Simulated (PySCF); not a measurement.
CH8FNSi2, SMILES [SiH2]([Si@@H](N)F)C. Geometry optimised at TPSSh-D3(BJ)/def2-SVP. The structure was generated by enumeration; whether it is a known compound was not checked. The values are those of a single conformer.

Computed equilibrium geometry at TPSSh-D3(BJ)/def2-SVP (PySCF confirms it by a frequency run) as bond lengths and angles (one conformer of several):
Atoms: C1 Si2 Si3 N4 F5 H6 H7 H8 H9 H10 H11 H12 H13. Bond lengths (Å): C1–Si2 1.893, C1–H6 1.102, C1–H7 1.102, C1–H8 1.102, Si2–Si3 2.342, Si2–H9 1.491, Si2–H10 1.495, Si3–N4 1.723, Si3–F5 1.646, Si3–H11 1.486, N4–H12 1.018, N4–H13 1.017. Angles (°): Si2–C1–H6 111.3, Si2–C1–H7 110.1, Si2–C1–H8 110.8, H6–C1–H7 108.5, H6–C1–H8 108.1, H7–C1–H8 107.9, C1–Si2–Si3 110.0, C1–Si2–H9 110.7, C1–Si2–H10 109.8, Si3–Si2–H9 110.9, Si3–Si2–H10 107.9, H9–Si2–H10 107.5, Si2–Si3–N4 107.4, Si2–Si3–F5 108.3, Si2–Si3–H11 115.4, N4–Si3–F5 114.0, N4–Si3–H11 106.5, F5–Si3–H11 105.6, Si3–N4–H12 121.1, Si3–N4–H13 120.6, H12–N4–H13 110.7.
Charge 0, spin multiplicity 1.
